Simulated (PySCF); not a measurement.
**Iodine: a sound run and one with changed settings**

Sound run: I²⁺ [Kr] 4d10 5s2 5p3, I³⁺ [Kr] 4d10 5s2 5p2. Computed with PySCF 2.14 in cc-pVTZ-PP with ECP28MDF (5s4p3d1f, 39 functions), with scalar relativity through the core potential. The sound run starts from symmetry-adapted Hartree-Fock orbitals and uses a fine grid where one is needed.

Changed run: radial step 0.3 in ln r (0.13 in the sound run). This setting is unsound on purpose.

| species | method | sound run (hartree) | changed run (hartree) | converged |
| --- | --- | --- | --- | --- |
| I²⁺ | UHF | -293.66025 | -293.66025 | yes |
| I²⁺ | LDA | -294.16881 | -294.16880 | yes |
| I²⁺ | PBE | -294.59505 | -294.59293 | yes |
| I³⁺ | UHF | -292.56377 | -292.56377 | yes |
| I³⁺ | LDA | -293.04908 | -293.04907 | yes |
| I³⁺ | PBE | -293.48267 | -293.48045 | yes |

Ionisation energy of I²⁺:

```
method  sound run (eV)  changed run (eV)
   UHF          29.837            29.837
   LDA          30.469            30.469
   PBE          30.269            30.272
```

A coarse radial grid mis-integrates the density and the exchange-correlation energy, with errors of either sign; Hartree-Fock needs no grid.

For comparison, NIST gives 29.57 ± 0.025 eV between the lowest levels.
